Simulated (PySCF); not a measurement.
Electronic structure of Dy⁵⁷⁺ (dysprosium, charge +57) at the MN15 level

Configuration: [He] 2s2 2p5, 2P determinant. Calculation: PySCF 2.14, in an uncontracted even-tempered set (19 s from 33 bohr⁻², ratio 2.2; 13 p from 43 bohr⁻², ratio 2.2; 6 d from 170 bohr⁻², ratio 2.4; 5 f from 260 bohr⁻², ratio 2.4; 4 g from 390 bohr⁻², ratio 2.4); the spin-free X2C one-electron Hamiltonian (Gaussian nucleus).

```json
{
  "Total energy": "-8152.56 hartree",
  "One-electron energy": "-8628.27 hartree",
  "Hartree (Coulomb) energy": "595.31 hartree",
  "Exchange-correlation energy": "-119.59 hartree",
  "⟨S²⟩": "0.7500",
  "⟨L²⟩": "2.000",
  "Sum of ⟨r⟩": "0.5985 bohr",
  "Sum of ⟨r²⟩": "0.05499 bohr²",
  "Traceless quadrupole moment −½Σ⟨3z² − r²⟩ along its main axis": "0.00280 e·bohr²"
}
```

| shell | electrons | mean orbital energy (hartree) | spread (hartree) | rms radius, mean of both spins (bohr) |
| --- | --- | --- | --- | --- |
| 1s α | 1 | -2151.94067 | 0 | 0.0240 |
| 1s β | 1 | -2151.62790 | 0 | 0.0240 |
| 2s β | 1 | -492.54946 | 0 | 0.0950 |
| 2s α | 1 | -492.50298 | 0 | 0.0950 |
| 2p α | 3 | -460.37869 | 1.26457 | 0.0846 |
| 2p β | 2 | -459.35945 | 0 | 0.0846 |

Spin-orbit coupling, absent here, splits the open shell strongly.

Densities and radii are taken from the X2C orbitals without a picture-change correction, which distorts them close to the nucleus.
